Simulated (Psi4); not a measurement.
C$_{4}$H$_{10}$O$_{2}$Sb (SMILES CC[O][Sb+][O]CC), charge +1, singlet, at a GFN2-xTB geometry (all electrons, no relativity). Base run: B3LYP/STO-3G (Psi4).

Geometry (Å):
```xyz
17

Sb    -0.2091     0.7370     0.2617
O     -0.5519    -1.1355     0.3049
C     -1.5980    -1.8200     0.9752
C     -2.5422    -0.9207     1.7417
H     -2.1353    -2.3864     0.2064
H     -1.1130    -2.5393     1.6443
H     -3.0250    -0.2129     1.0627
H     -3.3127    -1.5161     2.2250
H     -1.9967    -0.3679     2.5110
O      1.2804     0.5078    -0.8422
C      1.8368    -0.6899    -1.3873
C      2.9042    -0.2968    -2.3894
H      2.2657    -1.2832    -0.5712
H      1.0461    -1.2851    -1.8580
H      3.6759     0.2975    -1.9089
H      3.3558    -1.1945    -2.8019
H      2.4713     0.2848    -3.1981
```
Charge +1, spin multiplicity 1.
All else is at Psi4's defaults, with exact integrals.
Base energy -6558.18304 Eh.

Each row names what was changed in the base input (with any setting that the change needs).

```tsv
change	ΔE vs base (µEh)	SCF cycles	grid points	basis functions
base	0.0	9	358372	67
dft_radial_points = 50	___	9	242381	67
dft_spherical_points = 110	914	9	130775	67
dft_spherical_points = 434	-3.6	9	514661	67
dft_nuclear_scheme = stratmann	9.2	9	330649	67
diis_max_vecs = 15	0.0	9	358372	67
cholesky_tolerance = 1e-3 (with scf_type cd)	___	9	358372	67
e_convergence = 1e-4	0.0	9	358372	67
dft_radial_scheme = becke	109	9	316890	67
level_shift = 0.3	0.0	9	358372	67
d_convergence = 1e-10	0.0	15	358372	67
scf_type = direct	0.0	16	358372	67
ints_tolerance = 1e-8	0.0	9	358372	67
```

Q: Fill in the missing entries.

A: 
- dft_radial_points = 50, ΔE vs base (µEh): 2740
- cholesky_tolerance = 1e-3 (with scf_type cd), ΔE vs base (µEh): 8556
